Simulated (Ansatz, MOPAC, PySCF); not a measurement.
Breaking a bond: HF (cation, charge +1), doublet.

PM6, unrestricted, heats of formation (MOPAC); PM3, unrestricted, heats of formation (MOPAC); UKS-M06-2X/6-31G* = unrestricted M06-2X/6-31G*, spherical d run with PySCF; FCI = full CI/aug-cc-pVDZ, frozen core in Ansatz (a program for electronic structure).

Energies relative to the lowest point of each curve near equilibrium, in eV; the last columns give the difference from FCI:

```json
[
 {"R / Å": "0.76", "PM6": "2.530", "PM3": "2.207", "UKS-M06-2X/6-31G*": "2.285", "FCI": "2.023", "PM6 − FCI": "0.506", "PM3 − FCI": "0.184", "UKS-M06-2X/6-31G* − FCI": "0.262"},
 {"R / Å": "0.80", "PM6": "1.697", "PM3": "1.431", "UKS-M06-2X/6-31G*": "1.472", "FCI": "1.260", "PM6 − FCI": "0.436", "PM3 − FCI": "0.171", "UKS-M06-2X/6-31G* − FCI": "0.212"},
 {"R / Å": "0.87", "PM6": "0.744", "PM3": "0.542", "UKS-M06-2X/6-31G*": "0.582", "FCI": "0.455", "PM6 − FCI": "0.290", "PM3 − FCI": "0.087", "UKS-M06-2X/6-31G* − FCI": "0.128"},
 {"R / Å": "0.91", "PM6": "0.411", "PM3": "0.249", "UKS-M06-2X/6-31G*": "0.291", "FCI": "0.207", "PM6 − FCI": "0.204", "PM3 − FCI": "0.042", "UKS-M06-2X/6-31G* − FCI": "0.084"},
 {"R / Å": "0.95", "PM6": "0.192", "PM3": "0.078", "UKS-M06-2X/6-31G*": "0.113", "FCI": "0.067", "PM6 − FCI": "0.125", "PM3 − FCI": "0.011", "UKS-M06-2X/6-31G* − FCI": "0.046"},
 {"R / Å": "0.99", "PM6": "0.063", "PM3": "0.006", "UKS-M06-2X/6-31G*": "0.020", "FCI": "0.007", "PM6 − FCI": "0.056", "PM3 − FCI": "-0.001", "UKS-M06-2X/6-31G* − FCI": "0.014"},
 {"R / Å": "1.01", "PM6": "0.027", "PM3": "0.000", "UKS-M06-2X/6-31G*": "0.000", "FCI": "0.000", "PM6 − FCI": "0.027", "PM3 − FCI": "0.000", "UKS-M06-2X/6-31G* − FCI": "0.000"},
 {"R / Å": "1.05", "PM6": "0.000", "PM3": "0.035", "UKS-M06-2X/6-31G*": "0.000", "FCI": "0.022", "PM6 − FCI": "-0.022", "PM3 − FCI": "0.013", "UKS-M06-2X/6-31G* − FCI": "-0.022"},
 {"R / Å": "1.09", "PM6": "0.022", "PM3": "0.117", "UKS-M06-2X/6-31G*": "0.044", "FCI": "0.081", "PM6 − FCI": "-0.059", "PM3 − FCI": "0.036", "UKS-M06-2X/6-31G* − FCI": "-0.038"},
 {"R / Å": "1.11", "PM6": "0.047", "PM3": "0.171", "UKS-M06-2X/6-31G*": "0.078", "FCI": "0.121", "PM6 − FCI": "-0.074", "PM3 − FCI": "0.050", "UKS-M06-2X/6-31G* − FCI": "-0.043"},
 {"R / Å": "1.18", "PM6": "0.189", "PM3": "0.396", "UKS-M06-2X/6-31G*": "0.246", "FCI": "0.301", "PM6 − FCI": "-0.112", "PM3 − FCI": "0.096", "UKS-M06-2X/6-31G* − FCI": "-0.055"},
 {"R / Å": "1.25", "PM6": "0.383", "PM3": "0.637", "UKS-M06-2X/6-31G*": "0.461", "FCI": "0.519", "PM6 − FCI": "-0.137", "PM3 − FCI": "0.117", "UKS-M06-2X/6-31G* − FCI": "-0.058"},
 {"R / Å": "1.37", "PM6": "0.747", "PM3": "0.996", "UKS-M06-2X/6-31G*": "0.874", "FCI": "0.931", "PM6 − FCI": "-0.184", "PM3 − FCI": "0.065", "UKS-M06-2X/6-31G* − FCI": "-0.057"},
 {"R / Å": "1.51", "PM6": "1.127", "PM3": "1.336", "UKS-M06-2X/6-31G*": "1.355", "FCI": "1.407", "PM6 − FCI": "-0.280", "PM3 − FCI": "-0.071", "UKS-M06-2X/6-31G* − FCI": "-0.053"},
 {"R / Å": "1.66", "PM6": "1.426", "PM3": "1.739", "UKS-M06-2X/6-31G*": "1.816", "FCI": "1.868", "PM6 − FCI": "-0.442", "PM3 − FCI": "-0.129", "UKS-M06-2X/6-31G* − FCI": "-0.052"},
 {"R / Å": "1.85", "PM6": "1.651", "PM3": "2.349", "UKS-M06-2X/6-31G*": "2.293", "FCI": "2.350", "PM6 − FCI": "-0.699", "PM3 − FCI": "-0.001", "UKS-M06-2X/6-31G* − FCI": "-0.057"},
 {"R / Å": "1.99", "PM6": "1.738", "PM3": "2.743", "UKS-M06-2X/6-31G*": "2.567", "FCI": "2.630", "PM6 − FCI": "-0.892", "PM3 − FCI": "0.113", "UKS-M06-2X/6-31G* − FCI": "-0.063"},
 {"R / Å": "2.19", "PM6": "1.796", "PM3": "3.104", "UKS-M06-2X/6-31G*": "2.864", "FCI": "2.929", "PM6 − FCI": "-1.134", "PM3 − FCI": "0.175", "UKS-M06-2X/6-31G* − FCI": "-0.066"},
 {"R / Å": "2.52", "PM6": "1.811", "PM3": "3.383", "UKS-M06-2X/6-31G*": "3.176", "FCI": "3.225", "PM6 − FCI": "-1.413", "PM3 − FCI": "0.158", "UKS-M06-2X/6-31G* − FCI": "-0.049"},
 {"R / Å": "2.75", "PM6": "1.810", "PM3": "3.482", "UKS-M06-2X/6-31G*": "—", "FCI": "3.335", "PM6 − FCI": "-1.525", "PM3 − FCI": "0.148", "UKS-M06-2X/6-31G* − FCI": "—"},
 {"R / Å": "3.06", "PM6": "1.810", "PM3": "3.551", "UKS-M06-2X/6-31G*": "—", "FCI": "3.415", "PM6 − FCI": "-1.605", "PM3 − FCI": "0.137", "UKS-M06-2X/6-31G* − FCI": "—"},
 {"R / Å": "3.50", "PM6": "1.812", "PM3": "3.585", "UKS-M06-2X/6-31G*": "—", "FCI": "3.467", "PM6 − FCI": "-1.655", "PM3 − FCI": "0.117", "UKS-M06-2X/6-31G* − FCI": "—"},
 {"R / Å": "4.00", "PM6": "1.815", "PM3": "3.595", "UKS-M06-2X/6-31G*": "—", "FCI": "3.493", "PM6 − FCI": "-1.679", "PM3 − FCI": "0.101", "UKS-M06-2X/6-31G* − FCI": "—"}
]
```

PM6 is furthest from FCI at 4.00 (-1.679 eV, below); its mean absolute difference over the points is 0.589 eV.

PM3 is furthest from FCI at 0.76 (0.184 eV, above); its mean absolute difference over the points is 0.088 eV.

UKS-M06-2X/6-31G* is furthest from FCI at 0.76 (0.262 eV, above); its mean absolute difference over the points is 0.071 eV.

A dash means that the run gave no value there, or that the column was ended at a point which the program doubted or which failed a test of continuity chosen for this set; such a test can also cut sound points.
